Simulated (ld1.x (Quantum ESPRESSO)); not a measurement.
## Varying the TM potential for indium (In)

Base potential:

```
Element                 : indium (In)
Generator               : ld1.x (Quantum ESPRESSO) 7.5
Type                    : norm-conserving Troullier–Martins (Kleinman–Bylander form)
Functional              : PBE
Relativity              : scalar-relativistic
Frozen core             : [Kr] 4d10
Valence charge          : 3
Reference configuration : 5s1 5p0 (charge +2)
Partial waves           : 5s (bound): rc 1.80 bohr; 5p (bound, empty): rc 1.95 bohr; 5d channel at 0.2 Ry: rc 2.00 bohr
Local potential         : the d channel
Core correction         : Bessel-smoothed model core inside 1.40 bohr
```

Cutoffs, loose and tight: the cutoffs (Ry, on a coarse ladder) from which the occupation-weighted sum of valence levels, in a spherical-Bessel basis at the reference potential, stays within 10 and 1 mRy of its value at 400 Ry. They do not see the model core or the augmentation charge, which bear on the density cutoff. Test errors are all-electron minus pseudo excitation energies from the reference, over the configurations 5s2 5p1; 5s2 5p0; 5s2 5p0.5; 5s1 5p2; 5s0 5p3; 5s1 5p1; 5s2 5p1.3. A dash means not determined; rows that change the core or the reference have their own tests.

A true bound ghost makes a file unfit for plane-wave use even where its test errors are small: the radial tests pick states by their node count and pass the ghost by.

| change | outcome | cutoff, loose | cutoff, tight | bound ghosts | largest test error (meV) |
| --- | --- | --- | --- | --- | --- |
| base | generated | 18 Ry | 40 Ry | s, p | -182 |
| wave 5s (bound): rc 1.80 bohr becomes 5s (bound): rc 1.16 bohr | generated | over 300 Ry | over 300 Ry | s, p | -207 |
| wave 5s (bound): rc 1.80 bohr becomes 5s (bound): rc 1.30 bohr | generated | 140 Ry | over 300 Ry | s, p | -210 |
| wave 5s (bound): rc 1.80 bohr becomes 5s (bound): rc 2.06 bohr | generated | 10 Ry | 25 Ry | s, p | -182 |
| wave 5s (bound): rc 1.80 bohr becomes 5s (bound): rc 2.18 bohr | generated | 10 Ry | 25 Ry | s, p | -182 |
| wave 5s (bound): rc 1.80 bohr becomes 5s (bound): rc 2.36 bohr | generated | 10 Ry | 25 Ry | s, p | -182 |
| wave 5s (bound): rc 1.80 bohr becomes 5s (bound): rc 2.52 bohr | generated | 8 Ry | 21 Ry | s, p | -182 |
| wave 5s (bound): rc 1.80 bohr becomes 5s (bound): rc 2.70 bohr | generated | 8 Ry | 18 Ry | s, p | -184 |

What comes out with this change to the base: wave 5s (bound): rc 1.80 bohr becomes 5s (bound): rc 1.88 bohr?

outcome: generated; cutoff, loose: 18 Ry; cutoff, tight: 30 Ry; bound ghosts: s, p; largest test error (meV): -182.

What comes out with this change to the base: wave 5s (bound): rc 1.80 bohr becomes 5s (bound): rc 1.66 bohr?

outcome: generated; cutoff, loose: 25 Ry; cutoff, tight: 55 Ry; bound ghosts: s, p; largest test error (meV): -184.

What comes out with this change to the base: wave 5s (bound): rc 1.80 bohr becomes 5s (bound): rc 1.48 bohr?

outcome: generated; cutoff, loose: 35 Ry; cutoff, tight: 140 Ry; bound ghosts: s, p; largest test error (meV): -202.

Reading the sweep of the s radius (base included, trends over the rows without a ghost): Bound ghosts are found at 1.16, 1.3, 1.48, 1.66, 1.8, 1.88, 2.06, 2.18, 2.36, 2.52, 2.7 bohr. Every judged row has one, so this setting neither creates nor removes them.
